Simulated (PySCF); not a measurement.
**Highest orbital energy against ionisation energy along the second row**

Calculated with PySCF 2.14, no spin-orbit coupling. Each cell gives −ε(HOMO) / ΔSCF in eV; NIST values include spin-orbit coupling, (s) semi-empirical, (t) theoretical.

| species | UHF | LDA | PBE | PBE0 | r2SCAN | NIST (lowest levels) |
| --- | --- | --- | --- | --- | --- | --- |
| B²⁺ (dyall-av2z, non-relativistic) | 37.808 / 37.803 | 32.355 / 37.884 | 32.648 / 38.264 | 34.043 / 38.207 | 32.873 / 37.845 | 37.931 |
| C²⁺ (dyall-av2z, non-relativistic) | 46.096 / 45.779 | 40.156 / 46.950 | 40.359 / 47.103 | 42.037 / 47.039 | 40.672 / 46.624 | 47.888 |
| N²⁺ (dyall-av2z, non-relativistic) | 47.997 / 47.275 | 38.573 / 47.860 | 38.822 / 48.012 | 41.246 / 47.994 | 39.756 / 48.198 | 47.445 (s) |
| O²⁺ (dyall-av2z, non-relativistic) | 55.781 / 54.611 | 44.986 / 55.421 | 45.061 / 55.274 | 47.895 / 55.308 | 46.119 / 55.606 | 54.936 (s) |
| F²⁺ (dyall-av2z, non-relativistic) | 63.885 / 62.268 | 51.613 / 63.189 | 51.569 / 62.861 | 54.821 / 62.940 | 52.812 / 63.186 | 62.708 (s) |
| Ne²⁺ (dyall-av2z, non-relativistic) | 64.029 / 61.784 | 52.101 / 63.617 | 52.486 / 63.849 | 55.681 / 63.698 | 53.322 / 63.571 | 63.423 |

**Question.** How far is −ε(HOMO) from ΔSCF on average for each method, and why?

**Answer.** UHF 1.01 eV; LDA -9.19 eV; PBE -9.07 eV; PBE0 -6.58 eV; r2SCAN -8.25 eV. Hartree-Fock orbital energies lack relaxation and so exceed the ΔSCF value; semilocal functionals have convex E(N) from self-interaction, so their HOMO lies far too high; exact exchange moves hybrids part of the way back.
